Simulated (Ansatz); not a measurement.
**Setting up Ge2H6O ((H3Ge)2O) in Ansatz**

The species is Ge2H6O (9 atoms), meant as a singlet with charge 0. Geometry: a GFN2-xTB relaxation, a rough one for these elements and not checked as a minimum.

| atom | x (Å) | y (Å) | z (Å) |
| --- | --- | --- | --- |
| Ge | 1.5338 | -0.0882 | 0.6688 |
| H | 2.0547 | -1.0962 | -0.3158 |
| H | 2.3343 | 1.1759 | 0.6662 |
| H | 1.3965 | -0.6822 | 2.0397 |
| O | -0.0555 | 0.4318 | 0.1920 |
| Ge | -1.5378 | 0.1109 | -0.6583 |
| H | -1.2560 | 0.2314 | -2.1279 |
| H | -2.0208 | -1.2678 | -0.3099 |
| H | -2.4491 | 1.1843 | -0.1549 |

Settings wanted:

```yaml
basis_set: 6-31G*
task: gradient
method: DFT
functional: B3LYP
reference: RKS
accuracy: high
d_and_f_functions: Cartesian
```

Task: Give an Ansatz 0.2.0 job that does this.

Result: This one ran through:

job.yaml:
```yaml
crystal:
  periodic: [false, false, false]
  atoms:
    - {symbol: Ge, position_ang: [1.533780, -0.088190, 0.668770]}
    - {symbol: H, position_ang: [2.054650, -1.096200, -0.315790]}
    - {symbol: H, position_ang: [2.334310, 1.175890, 0.666240]}
    - {symbol: H, position_ang: [1.396510, -0.682170, 2.039740]}
    - {symbol: O, position_ang: [-0.055520, 0.431830, 0.192000]}
    - {symbol: Ge, position_ang: [-1.537830, 0.110900, -0.658310]}
    - {symbol: H, position_ang: [-1.256020, 0.231440, -2.127860]}
    - {symbol: H, position_ang: [-2.020820, -1.267810, -0.309910]}
    - {symbol: H, position_ang: [-2.449070, 1.184320, -0.154880]}
basis:
  gaussian: {orbitals: "6-31G*"}
hamiltonian: {xc: {name: B3LYP}}
accuracy: high
output: {forces: true, orbitals: {seedname: orbitals}}
```

```bash
$ ansatz run job.yaml --threads 1 --pin off --max-ram 3480MiB --events-out events.jsonl --progress --plain --runs-dir runs
```

Calculated total energy: -4232.36229 Eh, largest force 0.928 eV/Å.
